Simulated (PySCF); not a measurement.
C6H7Cl2FSi2, SMILES c1([SiH](Cl)Cl)ccc([SiH2]F)cc1 at its GFN2-xTB optimised geometry (Å):

```
18

Si    -2.8598    -2.6841     5.2519
F     -2.8429    -4.2588     4.9111
C     -2.1612    -1.7900     3.7492
C     -1.7929    -2.4818     2.5974
C     -1.2867    -1.8186     1.4966
C     -1.1296    -0.4332     1.4999
C     -1.4944     0.2591     2.6547
C     -2.0008    -0.4061     3.7532
Si    -0.4145     0.4627     0.0000
Cl    -1.0446     2.3818     0.0000
Cl    -1.0483    -0.4501    -1.6867
H     -4.2608    -2.3636     5.4861
H     -2.0054    -2.5426     6.4228
H     -1.9064    -3.5556     2.5657
H     -1.0143    -2.3818     0.6158
H     -1.3847     1.3333     2.6868
H     -2.2791     0.1568     4.6331
H      1.0446     0.4627     0.0000
```

Method: PBE0/def2-SVP in PySCF 2.14.0. Cells within 0.4 Å of a nucleus heavier than hydrogen are left out (blank, or x).

Map of the Laplacian of the electron density (e/bohr⁵), clipped to [-1.50, 1.50] on the plane z = 0.0 Å:

```
|4444444444444444444444444444444|
|4444444444444444444444444444444|
|4444444444444444444444444444444|
|4444444444444444444444444444444|
|4444444444555544444444444444444|
|4444444445422354444444444444444|
|44444444545xx545444444444444444|
|44444444539xx935444444444444444|
|44444444547xx945444444444444444|
|4444444445333245444444444444444|
|4444444445544444444444444444444|
|4444444444444554444444444444444|
|4444444444448999444444444444444|
|4444444444459xx9530244444444444|
|4444444444459xx9530244444444444|
|4444444444447999444444444444444|
|4444444444444554444444444444444|
|4444444444444444444444444444444|
|4444444444444444444444444444444|
|4444444444444444444444444444444|
|4444444444444444444444444444444|
|4444444444444444444444444444444|
|4444444444444444444444444444444|
|4444444444444444444444444444444|
|4444444444444444444444444444444|
|4444444444444444444444444444444|
|4444444444444444444444444444444|
|4444444444444444444444444444444|
|4444444444444444444444444444444|
|4444444444444444444444444444444|
|4444444444444444444444444444444|
```
Scale: ten equal steps from -1.29 (start of '0') to 1.50 (end of '9'), in the order '0123456789'; x runs from -4.50 to 4.50, y from -4.50 (bottom) to 4.50 (top).
